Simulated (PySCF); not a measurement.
Fill in the blanks.

Species: C5H18Si4.
Structure used (PBE0-D3(BJ)/def2-SVP), in Å, numbered top down from 1:
```xyz
27
C5H18Si4 angstrom
Si     3.409   -0.812   -1.273
Si     2.545    1.356   -1.027
Si     1.845    1.622    1.198
Si     0.428   -0.191    1.658
C     -0.757   -0.387    0.199
C     -1.824   -1.478    0.333
C     -2.806   -1.169   -0.805
C     -2.724    0.359   -1.025
C     -1.599    0.860   -0.100
H      3.905   -1.057   -2.663
H      2.336   -1.810   -0.967
H      4.536   -1.021   -0.313
H      1.366    1.512   -1.939
H      3.576    2.367   -1.424
H      3.047    1.635    2.091
H      1.121    2.924    1.361
H     -0.347    0.038    2.921
H      1.264   -1.421    1.839
H     -0.138   -0.614   -0.690
H     -2.331   -1.380    1.310
H     -1.411   -2.497    0.285
H     -2.493   -1.701   -1.717
H     -3.826   -1.512   -0.577
H     -2.489    0.586   -2.076
H     -3.678    0.863   -0.805
H     -1.011    1.679   -0.544
H     -2.027    1.251    0.840
```

| property | level | value |
| --- | --- | --- |
| point group | PBE0-D3(BJ)/def2-SVP | ? |
| rotational constants A, B, C | PBE0-D3(BJ)/def2-SVP | 1.083, 0.447, 0.408 GHz |
| dipole moment | CAM-B3LYP/pcSseg-1 | ? |
| HOMO energy | CAM-B3LYP/pcSseg-1 | ? |
| LUMO energy | CAM-B3LYP/pcSseg-1 | 0.95 eV |
| 13C chemical shifts (computed TMS as zero) by class | GIAO CAM-B3LYP/pcSseg-1 | 34.3 (C6/C9), 26.9 (C7/C8), 24.4 (C5) ppm |
| 1H chemical shifts (computed TMS as zero) by class | GIAO CAM-B3LYP/pcSseg-1 | ? |
| isotropic shieldings of nuclei other than C and H, by class | GIAO CAM-B3LYP/pcSseg-1 | 405 (Si4), 449 (Si1), 458 (Si2), 458 (Si3) ppm |

The electronic properties come from PySCF, for the isolated species, density fitting. NMR classes are plain means over equivalent atoms (diastereotopic ones count apart unless rotation or inversion swaps them), as if these changed places fast; in this geometry the members of some classes differ.

**Question.** The dipole moment?

**Answer.** 0.90 D.

**Question.** Give the point group.

**Answer.** C1.

**Question.** What is the HOMO energy?

**Answer.** -8.94 eV.

**Question.** What are the 1H chemical shifts (computed TMS as zero) by class?

**Answer.** 3.79 (H17/H18), 3.51 (H10/H11/H12), 3.38 (H13/H14), 3.36 (H15/H16), 1.69 (H21/H26), 1.67 (H23/H25), 1.53 (H22/H24), 1.02 (H20/H27), 0.51 (H19) ppm.

A dipole of 0.90 D is allowed in C1, and pure rotational transitions are dipole-allowed. The dipole equals about 3.0 × 10⁻³⁰ C·m (1 D = 3.33564 × 10⁻³⁰ C·m). The rotational constants make it an asymmetric top with κ = (2B − A − C)/(A − C) = -0.89, nearer the prolate limit (−1). With B = h/(8π²I), that is 505.379 GHz u Å² over I, the principal moments of inertia are 466.5, 1131.3 and 1238.5 u Å² (most abundant isotopes).

One conformer stands for the species.
